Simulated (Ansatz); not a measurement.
Si(OEt)H3 (C₂H₈OSi). Total charge 0; singlet. Geometry r2SCAN-D4/def2-SVP, basis def2-TZVP, Ansatz.

| run | HOMO (eV) | LUMO (eV) |
| --- | --- | --- |
| A | -9.51 | 1.27 |
| B | -7.65 | -0.06 |
| C | -7.84 | 0.09 |
| D | -7.44 | 0.19 |
| E | -10.83 | 2.47 |
| F | -8.06 | 0.32 |

LC-ωPBE has ω = 0.4 bohr⁻¹. B3LYP takes the VWN-RPA correlation. HSE06 is defined as in plane-wave codes, on full-range PBE exchange.

The runs used B3LYP, CAM-B3LYP, HSE06, LC-ωPBE, PBE0, r2SCANh. Estimate which is which.

A CAM-B3LYP (range-separated); B HSE06 (range-separated); C B3LYP (20 % exact exchange); D r2SCANh (10 % exact exchange); E LC-ωPBE (range-separated); F PBE0 (25 % exact exchange). Exact exchange lowers occupied and raises empty levels; among semilocal functionals meta-GGAs tend to open the gap a little, and such runs are hard to tell apart. The gap grows from 7.59 eV (HSE06) to 13.29 eV (LC-ωPBE).
